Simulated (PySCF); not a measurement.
H10GeSi3 (SMILES [SiH3][GeH]([SiH3])[SiH3]), singlet, geometry from GFN2-xTB.

The PySCF input:
```python
from pyscf import gto, scf, dft

mol = gto.Mole()
mol.atom = '''
    Ge   -0.12664775    0.11487610    0.29596047
    Si    0.04063788    2.06792160   -1.00846619
    Si   -1.74590784   -1.44270553   -0.40899326
    Si    1.95267155   -0.85091197    0.83118428
    H    -0.66225771    0.61641130    1.64474219
    H     0.58053399    1.73340262   -2.32985714
    H     0.94197096    3.05494814   -0.40874031
    H    -1.25246769    2.72289896   -1.21893423
    H    -3.08087592   -0.85519604   -0.54244960
    H    -1.85441076   -2.57640517    0.51276830
    H    -1.37383115   -1.98368871   -1.71979479
    H     2.59979030   -1.33045915   -0.39394905
    H     2.86919828    0.10127744    1.46251541
    H     1.82145504   -1.99948226    1.73081676
'''
mol.basis = 'pcseg-0'
mol.verbose = 4
mol.max_memory = 1800
mol.build()

mf = dft.RKS(mol)
mf.xc = 'pbe'
mf = mf.density_fit(auxbasis='def2-universal-jkfit')
mf.kernel()
```

### Question
What does this run give for the Mulliken (on the basis functions themselves) charges in atom order, dipole moment, number of basis functions, HOMO-LUMO gap, HOMO energy, nuclear repulsion energy?

### Answer

```
Quantity                                                                                                                                                                                                     Result
------------------------------------------------------------------  -----------------------------------------------------------------------------------------------------------------------------------------------
Mulliken (on the basis functions themselves) charges in atom order  Ge1 -0.49, Si2 0.15, Si3 0.15, Si4 0.15, H5 0.09, H6 -0.01, H7 -0.01, H8 -0.01, H9 -0.01, H10 -0.01, H11 -0.01, H12 -0.01, H13 -0.01, H14 -0.01
dipole moment                                                                                                                                                                                                0.05 D
number of basis functions                                                                                                                                                                                        81
HOMO-LUMO gap                                                                                                                                                                                               6.44 eV
HOMO energy                                                                                                                                                                                                -7.55 eV
nuclear repulsion energy                                                                                                                                                                                527.3788 Eh
```

### Question
Roughly what does it cost on one core?

### Answer
very roughly 16 core-seconds.
